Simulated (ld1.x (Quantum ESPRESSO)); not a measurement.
## Varying the TM potential for zinc (Zn)

Base potential:

ld1.x (Quantum ESPRESSO) 7.5 input, shortened:

```
&input
   title='Zn', zed=30., rel=1, dft='PBE', iswitch=3,
   config='[Ar] 3d10 4s2 4p0'
 /
 &inputp
   pseudotype=2, tm=.true., lloc=0,
   nlcc=.false.
 /
3
3P  2  1   6.00   0.00  1.00  1.00  0.0
3D  3  2  10.00   0.00  1.45  1.45  0.0
4S  1  0   2.00   0.00  1.85  1.85  0.0
 &test
   configts(1)='3p6 3d10 4s2 4p0'
 /
```

All-electron outer shells of the reference configuration (PBE, scalar-relativistic, ld1.x):

```csv
shell,level (eV),outermost node (bohr),outermost maximum (bohr)
2p,-1004.03,–,0.15
3s,-129.23,0.28,0.59
3p,-83.40,0.25,0.59
3d,-10.14,–,0.57
4s,-5.98,0.85,2.09
4p,-1.12,0.92,3.08
```

Cutoffs, loose and tight: the cutoffs (Ry, on a coarse ladder) from which the occupation-weighted sum of valence levels, in a spherical-Bessel basis at the reference potential, stays within 10 and 1 mRy of its value at 400 Ry. They do not see the model core or the augmentation charge, which bear on the density cutoff. Test errors are all-electron minus pseudo excitation energies from the reference, over the configurations 3p6 3d10 4s1 4p0; 3p6 3d10 4s0 4p0; 3p6 3d9 4s0 4p0; 3p5 3d10 4s2 4p0; 3p6 3d9 4s2 4p1; 3p6 3d10 4s0 4p2; 3p6 3d10 4s1 4p1. A dash means not determined; rows that change the core or the reference have their own tests. The largest error is taken over the tests solved by every variant that gives reliable tests at all: 3p5 3d10 4s2 4p0; 3p6 3d10 4s0 4p0; 3p6 3d10 4s0 4p2; 3p6 3d10 4s1 4p0; 3p6 3d9 4s0 4p0.

| change | outcome | cutoff, loose | cutoff, tight | bound ghosts | largest test error (meV) |
| --- | --- | --- | --- | --- | --- |
| base | generated | 160 Ry | 230 Ry | none | -1671 |
| wave 4s (bound): rc 1.85 bohr becomes 4s (bound): rc 1.62 bohr | generated | 160 Ry | 230 Ry | none | -1651 |
| wave 4s (bound): rc 1.85 bohr becomes 4s (bound): rc 1.88 bohr | generated | 160 Ry | 230 Ry | none | -1671 |
| wave 4s (bound): rc 1.85 bohr becomes 4s (bound): rc 2.14 bohr | generated | 160 Ry | 260 Ry | none | -1675 |
| wave 4s (bound): rc 1.85 bohr becomes 4s (bound): rc 2.36 bohr | generated | 160 Ry | 260 Ry | none | -1696 |
| wave 4s (bound): rc 1.85 bohr becomes 4s (bound): rc 2.58 bohr | generated | 160 Ry | 260 Ry | none | -1741 |
| wave 4s (bound): rc 1.85 bohr becomes 4s (bound): rc 2.70 bohr | generated | 160 Ry | 230 Ry | none | -1774 |

Q: What comes out with this change to the base: wave 4s (bound): rc 1.85 bohr becomes 4s (bound): rc 1.28 bohr?

A: outcome: generated; cutoff, loose: 160 Ry; cutoff, tight: 260 Ry; bound ghosts: none; largest test error (meV): -1316.

Q: What comes out with this change to the base: wave 4s (bound): rc 1.85 bohr becomes 4s (bound): rc 1.38 bohr?

A: outcome: generated; cutoff, loose: 160 Ry; cutoff, tight: 260 Ry; bound ghosts: none; largest test error (meV): -1473.

Reading the sweep of the s radius (base included, trends over the rows without a ghost): The loose cutoff stays near 160 Ry. The median size of the test errors (rows with all tests solved) is not monotonic: lowest 270.3 meV at 1.28 bohr, highest 656.6 meV at 2.36 bohr.
